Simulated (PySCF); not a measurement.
## Spin states of TlGa

Unrestricted PBE0; PySCF, scalar-relativistic core potentials, basis sets Tl cc-pVDZ-PP with ECP60, Ga cc-pVDZ-PP with ECP10. Outer shells of the fragments: Tl 5d10 6s2 6p1; Ga 3d10 4s2 4p1.

Followed along the bond (rough minima from three points):

| 2Ms+1 | unpaired | ⟨S²⟩ at the start | R at minimum (Å) | Te (eV) |
| --- | --- | --- | --- | --- |
| 3 | σ ↑, π ↑ | 2.01 | 2.93 | 0.00 |
| 1 | σ ↓, π ↑ | 1.01 | 2.93 | 0.18 |
| 3 | π ↑↑ | 2.00 | 2.68 | 0.20 |
| 1 | π ↑↓ | 1.00 | 2.69 | 0.38 |
| 1 | none | 0.00 | 2.72 | 0.85 |

Solutions found at the starting distance of 2.635 Å, counted from the lowest of them; the search is not exhaustive and high or unbound solutions are not listed, so other states can lie among these:

```json
{"2Ms+1": "3", "unpaired": "σ ↑, π ↑", "term": "³Π", "E (eV)": "0.00", "⟨S²⟩": "2.01", "⟨Lz²⟩": "1.00", "μ (D)": "-0.46"}
{"2Ms+1": "3", "unpaired": "π ↑↑", "term": "³Σ⁻", "E (eV)": "0.03", "⟨S²⟩": "2.00", "⟨Lz²⟩": "0.00", "μ (D)": "-0.66"}
{"2Ms+1": "1", "unpaired": "σ ↓, π ↑", "term": "mixed", "E (eV)": "0.18", "⟨S²⟩": "1.01", "⟨Lz²⟩": "1.00", "μ (D)": "-0.44"}
{"2Ms+1": "1", "unpaired": "π ↑↓", "term": "mixed", "E (eV)": "0.21", "⟨S²⟩": "1.00", "⟨Lz²⟩": "2.01", "μ (D)": "-0.63"}
{"2Ms+1": "1", "unpaired": "none", "term": "mixed", "E (eV)": "0.70", "⟨S²⟩": "0.00", "⟨Lz²⟩": "2.00", "μ (D)": "-0.46"}
{"2Ms+1": "1", "unpaired": "none", "term": "¹Σ⁺", "E (eV)": "0.89", "⟨S²⟩": "0.00", "⟨Lz²⟩": "0.00", "μ (D)": "-0.24"}
{"2Ms+1": "3", "unpaired": "π ↑↑", "term": "mixed", "E (eV)": "1.92", "⟨S²⟩": "2.01", "⟨Lz²⟩": "2.01", "μ (D)": "0.14"}
{"2Ms+1": "3", "unpaired": "σ ↑↑", "term": "³Σ⁺", "E (eV)": "4.07", "⟨S²⟩": "2.00", "⟨Lz²⟩": "0.00", "μ (D)": "1.10"}
{"2Ms+1": "1", "unpaired": "σ ↓↓, π ↑↑", "term": "mixed", "E (eV)": "4.45", "⟨S²⟩": "2.00", "⟨Lz²⟩": "0.00", "μ (D)": "-0.44"}
{"2Ms+1": "1", "unpaired": "σ ↓, π ↑", "term": "mixed", "E (eV)": "5.24", "⟨S²⟩": "1.15", "⟨Lz²⟩": "1.04", "μ (D)": "-0.50"}
```

A term symbol is given only where ⟨S²⟩ and ⟨Lz²⟩ are close to those of a pure state; real π, δ and φ orbitals otherwise mix terms. A positive dipole means Tl(−)Ga(+).

Spin–orbit coupling is left out, which matters for elements this heavy, above all for dissociation energies.
